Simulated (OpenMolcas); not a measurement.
# Co³⁺: effect of correlating more closed shells

```
Program             : OpenMolcas 26.06
Basis               : ANO-RCC-VTZP [6s5p3d2f1g]
Scalar Hamiltonian  : DKH2, point nucleus
Active space        : 6 electrons in 5 orbitals (3d)
State averaging     : 2S+1 = 5 even, 5 roots; 2S+1 = 3 even, 45 roots; 2S+1 = 1 even, 50 roots
Spin-orbit coupling : state interaction with AMFI integrals over the reference wave functions, term energies averaged over their components
```

Methods on the same reference wave functions:
A. CASSCF
B. MS-CASPT2, IPEA 0.25 Eh, imaginary shift 0.1 Eh (closed shells correlated: none)
C. MS-CASPT2, IPEA 0.25 Eh, imaginary shift 0.1 Eh (closed shells correlated: 3s 3p)
D. MS-CASPT2, IPEA 0.25 Eh, imaginary shift 0.1 Eh (closed shells correlated: 2s 2p 3s 3p)

Energies in eV above 3d⁶ ⁵D₄, the measured ground level; measured values from Sugar and Corliss, J. Phys. Chem. Ref. Data 10, 1097 (1981).

```csv
Level,A,B,C,D,Measured
3d⁶ ⁵D₄,0.0000,0.0000,0.0000,0.0000,0.0000
3d⁶ ⁵D₃,0.0811,0.0812,0.0815,0.0815,0.0792
3d⁶ ⁵D₂,0.1379,0.1378,0.1377,0.1377,0.1336
3d⁶ ⁵D₁,0.1744,0.1740,0.1737,0.1737,
3d⁶ ⁵D₀,0.1923,0.1918,0.1913,0.1913,0.1852
3d⁶ ³H₆,3.2051,3.151,2.971,2.977,2.9359
3d⁶ ³H₅,3.2461,3.190,3.010,3.015,2.9796
3d⁶ ³H₄,3.2758,3.217,3.035,3.041,3.0093
3d⁶ ³P₂(1),3.4951,3.170,2.843,2.833,2.8372
3d⁶ ³F₄(1),3.6652,3.415,3.178,3.175,3.1487
3d⁶ ³F₃(1),3.7113,3.458,3.219,3.216,3.1908
3d⁶ ³P₁(1),3.7313,3.407,3.079,3.069,3.0660
3d⁶ ³F₂(1),3.7457,3.491,3.249,3.245,3.2197
3d⁶ ³P₀(1),3.8273,3.500,3.174,3.165,3.1552
3d⁶ ³G₅,4.0479,3.846,3.643,3.645,3.5982
3d⁶ ³G₄,4.1246,3.919,3.715,3.716,3.6690
3d⁶ ³G₃,4.1569,3.950,3.746,3.747,3.7031
3d⁶ ¹I₆,4.8317,4.763,4.527,4.536,4.4563
3d⁶ ¹G₄(1),5.1033,4.816,4.658,4.659,4.5481
3d⁶ ³D₁,5.2342,4.797,4.553,4.548,
3d⁶ ³D₂,5.2377,4.801,4.553,4.549,
3d⁶ ³D₃,5.2607,4.823,4.579,4.574,4.5322
3d⁶ ¹S₀(1),5.9259,5.348,5.207,5.200,5.1381
3d⁶ ¹D₂(1),6.3380,5.927,5.392,5.380,5.2497
```

Deviations, from unrounded energies. A percentage is the sum of absolute deviations over the sum of measured energies, with the sign that they share, or ± where signs differ.

| Against measurement | Levels | A | B | C | D |
| --- | --- | --- | --- | --- | --- |
| mean absolute deviation (cm-1) | 20 | 3700 | 2000 | 320 | 310 |
| fine structure of the ground term (%) | 3 | +3.3 | +3.2 | +3.1 | +3.1 |
| other terms of the ground configuration (%) | 17 | +14.8 | +7.9 | +1.3 | ±1.2 |

C, D lie about equally close to measurement and A furthest from it. The largest miss of D in the table is 3d⁶ ¹D₂(1), by +1100 cm-1. The ranking rests on the paired levels alone, and a cruder setting can come out closer through cancelling errors.

Among B to D the level of the table that moves most is 3d⁶ ¹D₂(1), by 4400 cm-1 (lowest in D, highest in B). Moves below CASPT2's spread within the term are not significant.

The two smallest mean deviations differ by little beside CASPT2's spread within terms, so their order carries little weight.

From A to B the spin-free energies of the other terms of 3d⁶ shown, above ⁵D, scale by factors of 0.90 to 0.99.

The lowest spin-free term lies below A's lowest term by 0.117 hartree in B, 0.405 hartree in C, 0.432 hartree in D.

What an inner shell adds also hangs on whether the basis holds functions to correlate it.

CASPT2 breaks the degeneracy within a term, and the mean is taken; among the terms shown or strongly mixed into the levels shown the widest spread is 1300 cm-1 (3d⁶ ¹I, D). The CASPT2 spread within a term exceeds the gap to the next term for 3d⁶ ¹I and 3d⁶ ¹G(1), so the order of their levels is uncertain (figures for B; the like holds for C, D). Without dynamic correlation excited terms often stand tens of per cent too high (terms of higher spin than the ground term too low), and those without a measured partner can miss by more than the paired ones (holds for A). Some levels mix across a computed gap that differs much from the measured one, so their mixing is not that of the real levels (holds for B). Computed and measured levels are paired by configuration, term and J; levels that our copy of the source lacks, or whose pairing is in doubt (as where it misses far off the trend of its configuration), stay unpaired and out of the deviations. Levels of configurations outside the active space are missing. The table leaves out levels that lie high or whose names do not pair safely across all columns.

A number in round brackets counts repeated terms of one configuration in the order of the reference energies.
